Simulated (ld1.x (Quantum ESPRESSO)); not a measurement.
## Building the RRKJ potential for Ge (Z = 32) (LDA (PZ), scalar-relativistic).

| Item | Value |
| --- | --- |
| Element | germanium (Ge) |
| Generator | ld1.x (Quantum ESPRESSO) 7.5 |
| Type | norm-conserving RRKJ (Kleinman–Bylander form) |
| Functional | LDA (PZ) |
| Relativity | scalar-relativistic |
| Frozen core | [Ne] |
| Valence charge | 22 |
| Reference configuration | 3s2 3p6 3d10 4s2 4p2 |
| Partial waves | 3s (bound): rc 0.80 bohr; 3p (bound): rc 1.00 bohr; 3d (bound): rc 0.70 bohr |
| Local potential | all-electron potential smoothed inside 0.80 bohr (lloc = -1) |
| Core correction | a·sin(br)/r model core inside 0.40 bohr |
| rho0 | 0.02 |

Occupied shells without a wave of their own: 4p, 4s. They enter only through the test configuration that unscreens the potential, and ld1.x also counts them in the model core charge.

Poles of the logarithmic derivatives, all-electron (AE) and pseudo (PS). s: poles at -10.7 (AE) and -10.7 (PS) Ry. p: poles at -6.6 (AE) and -6.6 (PS) Ry. d: poles at 0.1 (AE) and 0.1 (PS) Ry. Test radius 1.09 bohr.

* Cutoffs needed: over 300 Ry and over 300 Ry (the cutoffs (Ry, on a coarse ladder) from which the occupation-weighted sum of valence levels, in a spherical-Bessel basis at the reference potential, stays within 10 and 1 mRy of its value at 400 Ry)
* Ghost test: no extra level below or beside the all-electron valence levels (s, p, d, f tested) (spherical-Bessel basis up to 400 Ry, 20 bohr box)
* Largest excitation error: -1205 meV (all-electron minus pseudo) for 3s2 3p6 3d10 4s1 4p0, out of 7 test configurations

ld1.x takes every shell without a wave as core, so the model core holds the 4p, 4s electrons as well and exchange and correlation see them twice. This cancels in the reference configuration, but the file is broken for other ones, and its errors say nothing about a proper core correction.
